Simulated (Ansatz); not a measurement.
Geometry optimisation, DFT PBEsol, scalar-relativistic, plane waves, PAW in Ansatz 0.2.0.

Input:

```yaml
crystal:
  lattice:
    - [5.048742, 0.0, 0.0]
    - [0.0, 10.097485, 0.0]
    - [0.0, 0.0, 18.135561]
  atoms:
    - { symbol: H, position: [0.4277868, 0.0, 0.0551403] }
    - { symbol: H, position: [0.0722132, 0.0, 0.0551403] }
    - { symbol: H, position: [0.9277868, 0.0, 0.0551403] }
    - { symbol: H, position: [0.5722132, 0.0, 0.0551403] }
    - { symbol: H, position: [0.4277868, 0.25, 0.0551403] }
    - { symbol: H, position: [0.0722132, 0.25, 0.0551403] }
    - { symbol: H, position: [0.9277868, 0.25, 0.0551403] }
    - { symbol: H, position: [0.5722132, 0.25, 0.0551403] }
    - { symbol: H, position: [0.4277868, 0.5, 0.0551403] }
    - { symbol: H, position: [0.0722132, 0.5, 0.0551403] }
    - { symbol: H, position: [0.9277868, 0.5, 0.0551403] }
    - { symbol: H, position: [0.5722132, 0.5, 0.0551403] }
    - { symbol: H, position: [0.4277868, 0.75, 0.0551403] }
    - { symbol: H, position: [0.0722132, 0.75, 0.0551403] }
    - { symbol: H, position: [0.9277868, 0.75, 0.0551403] }
    - { symbol: H, position: [0.5722132, 0.75, 0.0551403] }
    - { symbol: C, position: [0.25, 0.0, 0.0901378] }
    - { symbol: C, position: [0.75, 0.0, 0.0901378] }
    - { symbol: C, position: [0.25, 0.25, 0.0901378] }
    - { symbol: C, position: [0.75, 0.25, 0.0901378] }
    - { symbol: C, position: [0.25, 0.5, 0.0901378] }
    - { symbol: C, position: [0.75, 0.5, 0.0901378] }
    - { symbol: C, position: [0.25, 0.75, 0.0901378] }
    - { symbol: C, position: [0.75, 0.75, 0.0901378] }
    - { symbol: C, position: [0.25, 0.125, 0.1393505] }
    - { symbol: C, position: [0.75, 0.125, 0.1393505] }
    - { symbol: C, position: [0.25, 0.375, 0.1393505] }
    - { symbol: C, position: [0.75, 0.375, 0.1393505] }
    - { symbol: C, position: [0.25, 0.625, 0.1393505] }
    - { symbol: C, position: [0.75, 0.625, 0.1393505] }
    - { symbol: C, position: [0.25, 0.875, 0.1393505] }
    - { symbol: C, position: [0.75, 0.875, 0.1393505] }
    - { symbol: C, position: [0.0, 0.125, 0.1885632] }
    - { symbol: C, position: [0.5, 0.125, 0.1885632] }
    - { symbol: C, position: [0.0, 0.375, 0.1885632] }
    - { symbol: C, position: [0.5, 0.375, 0.1885632] }
    - { symbol: C, position: [0.0, 0.625, 0.1885632] }
    - { symbol: C, position: [0.5, 0.625, 0.1885632] }
    - { symbol: C, position: [0.0, 0.875, 0.1885632] }
    - { symbol: C, position: [0.5, 0.875, 0.1885632] }
    - { symbol: C, position: [0.0, 0.0, 0.2377759] }
    - { symbol: C, position: [0.5, 0.0, 0.2377759] }
    - { symbol: C, position: [0.0, 0.25, 0.2377759] }
    - { symbol: C, position: [0.5, 0.25, 0.2377759] }
    - { symbol: C, position: [0.0, 0.5, 0.2377759] }
    - { symbol: C, position: [0.5, 0.5, 0.2377759] }
    - { symbol: C, position: [0.0, 0.75, 0.2377759] }
    - { symbol: C, position: [0.5, 0.75, 0.2377759] }
    - { symbol: C, position: [0.25, 0.0484534, 0.2814746] }
    - { symbol: C, position: [0.75, 0.0484534, 0.2814746] }
    - { symbol: C, position: [0.25, 0.2015466, 0.2814746] }
    - { symbol: C, position: [0.75, 0.2015466, 0.2814746] }
    - { symbol: C, position: [0.25, 0.5484534, 0.2814746] }
    - { symbol: C, position: [0.75, 0.5484534, 0.2814746] }
    - { symbol: C, position: [0.25, 0.7015466, 0.2814746] }
    - { symbol: C, position: [0.75, 0.7015466, 0.2814746] }
    - { symbol: H, position: [0.75, 0.0104409, 0.3383166] }
    - { symbol: H, position: [0.25, 0.2395591, 0.3383166] }
    - { symbol: H, position: [0.75, 0.2395591, 0.3383166] }
    - { symbol: H, position: [0.25, 0.5104409, 0.3383166] }
    - { symbol: H, position: [0.75, 0.5104409, 0.3383166] }
    - { symbol: H, position: [0.25, 0.7395591, 0.3383166] }
    - { symbol: H, position: [0.75, 0.7395591, 0.3383166] }
    - { symbol: Co, position: [0.0693293, 0.9264454, 0.3576157], spin: 1.0 }
magnetization:
  spin_polarized: true
basis:
  ecutwfc: 420.0
kpoints:
  mp_grid: { grid: [2, 1, 1] }
hamiltonian:
  xc: pbesol
  pseudopotentials: { kind: paw, azcp: { folder: soft_1 } }
scf:
  occupations: { method: gaussian, width: 0.05 }
  lower_state_search: "off"
relax:
  f_tol: 0.03
  max_steps: 60
  adjacent_minimum: "off"
  constraints:
    - { sites: [0, 1, 2, 3, 4, 5, 6, 7, 8, 9, 10, 11, 12, 13, 14, 15, 16, 17, 18, 19, 20, 21, 22, 23, 24, 25, 26, 27, 28, 29, 30, 31] }
```

Run as:

```bash
$ ansatz run input.yaml --threads 4 --pin off --max-ram 10240MiB --backend cpu --events-out ev --progress --plain --runs-dir out
```

Where does it end, and by what steps?

It converged. The force dipped under the threshold on the way, but the program's further checks kept it going. Limits of this set-up: coarse k mesh, thin slab, slab without dipole correction, PAW files made for another functional. After 12 steps the energy has fallen by 3.035 eV; Co64 moved furthest, 1.09 Å.

```csv
step,energy less start (eV),largest force component (eV/Å),accepted
0,0.0000,4.113,yes
1,-2.5580,1.853,yes
2,-2.8200,0.676,yes
3,-2.9003,0.275,yes
4,-2.9506,0.274,yes
5,-2.9907,0.361,yes
6,-3.0160,0.473,yes
7,-3.0269,0.233,yes
8,-3.0340,0.056,yes
9,-3.0346,0.033,yes
10,-3.0349,0.017,yes
11,-3.0349,0.009,yes
12,-3.0350,0.004,yes
```

```xyz
64
Lattice="5.0487 0.0000 0.0000 0.0000 10.0975 0.0000 0.0000 0.0000 18.1356" Properties=species:S:1:pos:R:3
H 2.160 0.000 1.000
H 0.365 0.000 1.000
H 4.684 0.000 1.000
H 2.889 0.000 1.000
H 2.160 2.524 1.000
H 0.365 2.524 1.000
H 4.684 2.524 1.000
H 2.889 2.524 1.000
H 2.160 5.049 1.000
H 0.365 5.049 1.000
H 4.684 5.049 1.000
H 2.889 5.049 1.000
H 2.160 7.573 1.000
H 0.365 7.573 1.000
H 4.684 7.573 1.000
H 2.889 7.573 1.000
C 1.262 0.000 1.635
C 3.787 0.000 1.635
C 1.262 2.524 1.635
C 3.787 2.524 1.635
C 1.262 5.049 1.635
C 3.787 5.049 1.635
C 1.262 7.573 1.635
C 3.787 7.573 1.635
C 1.262 1.262 2.527
C 3.787 1.262 2.527
C 1.262 3.787 2.527
C 3.787 3.787 2.527
C 1.262 6.311 2.527
C 3.787 6.311 2.527
C 1.262 8.835 2.527
C 3.787 8.835 2.527
C 0.003 1.263 3.349
C 2.521 1.264 3.348
C -0.001 3.787 3.483
C 2.525 3.787 3.483
C 0.000 6.311 3.347
C 2.524 6.311 3.347
C 0.000 8.835 3.486
C 2.523 8.836 3.487
C 0.002 0.080 4.318
C 2.524 0.082 4.317
C 0.000 2.441 4.315
C 2.525 2.441 4.315
C -0.001 5.133 4.315
C 2.525 5.133 4.315
C 0.000 7.488 4.316
C 2.525 7.488 4.316
C 1.263 0.443 5.135
C 3.785 0.452 5.112
C 1.263 2.091 5.123
C 3.786 2.074 5.119
C 1.262 5.494 5.120
C 3.786 5.497 5.122
C 1.262 7.120 5.118
C 3.787 7.125 5.123
H 3.783 0.028 6.138
H 1.263 2.538 6.132
H 3.786 2.491 6.141
H 1.262 5.068 6.138
H 3.786 5.069 6.139
H 1.264 7.561 6.139
H 3.787 7.562 6.138
Co 1.234 9.843 6.885
```

Time of the run: 3.3 min on 4 threads of Arm Neoverse V2, on a shared host, peak memory 2.7 GiB.
